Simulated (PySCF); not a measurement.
hydrogen selenide (H₂Se), singlet, at a GFN2-xTB geometry.

PySCF was given this input:
```python
from pyscf import gto, scf

mol = gto.M(
    atom='''
Se   -0.002122    0.055731   -0.001401
H    -0.991565   -0.986707    0.017580
H     1.063712   -0.908138    0.030069
''',
    basis='sto-3g',
    charge=0,
    spin=0,
    verbose=4,
    symmetry=True,
)

mf = scf.RHF(mol)
mf.kernel()
mf.analyze()
```

**Question.** Give the HOMO energy at the level HF/STO-3G (PySCF).

**Answer.** -7.60 eV

**Question.** Estimate the dipole moment that HF/STO-3G returns for this input.

**Answer.** 1.46 D
